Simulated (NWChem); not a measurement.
## Total energies of BCl (+1)

```
Cl
B 1 1.6037
```
Charge +1, spin multiplicity 2.

The numbers come from NWChem runs, not from measurements. All single points use one geometry, from UPBE0/def2-SVP, a minimum by its harmonic frequencies.

Basis set: 6-311G** (44 functions).

```json
[
 {"method": "UHF", "total energy (Ha)": "-483.81563"},
 {"method": "UMP2", "total energy (Ha)": "-483.99556"},
 {"method": "UB2PLYP", "total energy (Ha)": "-484.46630"},
 {"method": "UPBE", "total energy (Ha)": "-484.40725"},
 {"method": "UB3LYP", "total energy (Ha)": "-484.65043"},
 {"method": "Ur2SCAN", "total energy (Ha)": "-484.58914"}
]
```

Total energies of different functionals aren't comparable as a measure of quality: only differences taken within one method are. 

The correlated methods keep 6 core orbitals frozen. B3LYP has NWChem's definition, with VWN1-RPA local correlation. The Pople sets run with spherical d functions. This spin state was chosen for the runs; another may lie lower. The structure started from a generated list of species. The unpaired electrons of the parent sit in orbitals of symmetry a1 (C2v labels of the run); other states weren't searched. No SCF solution was tested for a lower state. Open-shell Hartree-Fock references start from PBE0 orbitals.
